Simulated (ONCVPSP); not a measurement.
Sb (Z = 51): one change to an ONCV potential, before and after

ONCVPSP 4.0.1 input, shortened (lines: element, Z, core and valence counts, functional; n l f; lmax; l rc ep ncon nbas qcut; lloc lpopt rc5 dvloc0; l nproj debl; icmod fcfact rcfact), LDA (Perdew-Wang 92), scalar-relativistic:

```
  Sb 51.00    6    4  -001012      upf
    1    0    2.00
    2    0    2.00
    2    1    6.00
    3    0    2.00
    3    1    6.00
    3    2   10.00
    4    0    2.00
    4    1    6.00
    4    2   10.00
    5    0    2.00
    2
    0    1.00    0.00    4    9    9.20
    1    1.05    0.00    3    6   13.50
    2    1.25    0.00    3    8   11.80
    4    3    0.80    0.00
    0    2    0.50
    1    1    3.80
    2    3    2.20
    1    0.20    0.00
```

In the d channel the program set the typed energies aside and used -2.313, 0.250, 2.450 Ha.

All-electron outer shells of the reference configuration (LDA (PZ), scalar-relativistic, ld1.x):

```tsv
shell	level (eV)	outermost node (bohr)	outermost maximum (bohr)
3d	-545.94	–	0.24
4s	-178.11	0.39	0.72
4p	-131.19	0.39	0.76
4d	-62.94	0.38	0.84
5s	-39.40	0.94	1.81
```

Change: local potential polynomial inside 0.75 bohr (lpopt 5, dvloc0 0 Ha).

Cutoffs: the cutoffs (Ha) at which the residual kinetic energy of the hardest occupied pseudo-wave falls to 1 and 0.1 mHa per electron; they do not see the model core or the augmentation charge, which bear on the density cutoff. Errors are all-electron minus pseudo energies relative to the spin-unpolarised reference configuration.

Q: Predict the effect on cutoff, ghosts and configuration errors.

A: The potential gets neither clearly harder nor softer (64 Ha and 221 Ha → 64 Ha and 221 Ha); of the 4 tests that both files solve, the error grows in 4 and shrinks in 0 by more than 15 % and 0.3 meV (median size 420.4 → 570.1 meV); the range in which the s phases agree narrows (upper end at the end of the scan → 3.1); neither file shows a bound ghost.

| quantity | base | changed |
| --- | --- | --- |
| cutoff, loose | 64 Ha | 64 Ha |
| cutoff, tight | 221 Ha | 221 Ha |
| bound ghosts | none | none |
| GHOST(+) flags under 300 eV | s at 297.6 eV | s at 91.7 eV |
| error for 4s2 4p6 4d10 5s2 5p3, meV [ΔE -49.54 eV] | +457 | +620 |
| error for 4s2 4p6 4d10 5s2 5p2, meV [ΔE -41.03 eV] | +384 | +520 |
| error for 4s2 4p6 4d10 5s2 5p1, meV [ΔE -24.78 eV] | +237 | +324 |
| error for 4s2 4p5 4d10 5s2 5p3, meV [ΔE 60.24 eV] | +748 | +1056 |
| s: phases at 1.01 bohr within 0.05 rad from the reference energy up to (Ha; the scan ends near 5) | to the end of the scan | 3.1 |
| p: phases at 1.07 bohr within 0.05 rad from the reference energy up to (Ha; the scan ends near 5) | 1.6 | 0.9 |
| d: phases at 1.27 bohr within 0.05 rad from the reference energy up to (Ha; the scan ends near 5) | to the end of the scan | to the end of the scan |
| rms error of d²Exc/dni dnj with the model core, mHa | 0.55 | 0.55 |
